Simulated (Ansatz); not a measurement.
The first iterations of a band of BCl2HO + FH (7 atoms, charge 0, multiplicity 1).

All numbers below come from RKS PBE0-D4/def2-SVP (Ansatz 0.2.0).

- movable images: 7
- climbing image: yes
- spring: 5.0 eV/Å²
- optimiser: quadratic models (default)
- start path: through a guess of the saddle point
- force threshold: 0.05 eV/Å
- iteration limit: 60
- end points: relaxed

Initial state:

```xyz
7
Properties=species:S:1:pos:R:3
B 0.099 -0.427 -0.037
Cl 0.048 -0.583 1.746
Cl 1.646 -0.460 -0.840
O -1.026 -0.370 -0.749
H -1.825 -0.352 -0.210
F 0.089 2.285 0.755
H 0.242 1.721 1.474
```

Final state:

```xyz
7
Properties=species:S:1:pos:R:3
B -0.042 0.427 -0.462
Cl 0.241 0.014 2.860
Cl 1.322 -0.516 -1.057
O -1.310 0.016 -0.546
H -1.407 -0.864 -0.923
F 0.200 1.619 0.068
H 0.268 1.119 2.198
```

| iteration | highest image above the first end (eV) | largest band force component (eV/Å) |
| --- | --- | --- |
| 1 | 2.507 | 6.729 |
| 2 | 1.090 | 1.814 |
| 3 | 0.759 | 2.736 |
| 4 | 0.686 | 1.069 |
| 5 | 0.700 | 0.936 |
| 6 | 0.699 | 0.504 |
| 7 | 0.697 | 0.546 |
| 8 | 0.727 | 4.015 |
| 9 | 0.698 | 1.784 |
| 10 | 0.653 | 0.588 |
| 11 | 0.638 | 2.723 |

Problem. Does the band converge within its limit, and where does its top end?

Solution. The run converged. It ended after 35 iterations with the highest image 0.633 eV above the first end. The profile has 2 maxima (images 1, 4) with wells between them (image 3): this band takes more than one step, which may be the mechanism or a detour left from its start path. A structure lower than the first end lies on the path between it and the top, so the climb from that side starts below the end, which may itself be a saddle point or a shallow side well. A vibrational analysis at the climbing image gives one clearly imaginary mode, 729i cm⁻¹: a first-order saddle point. The orbitals stay closed-shell, which can raise the energy where a bond breaks towards radicals; this wasn't checked here.

Time of the run: 7.8 min on 2 threads of Arm Neoverse V1, on a shared host, peak memory 0.18 GiB.
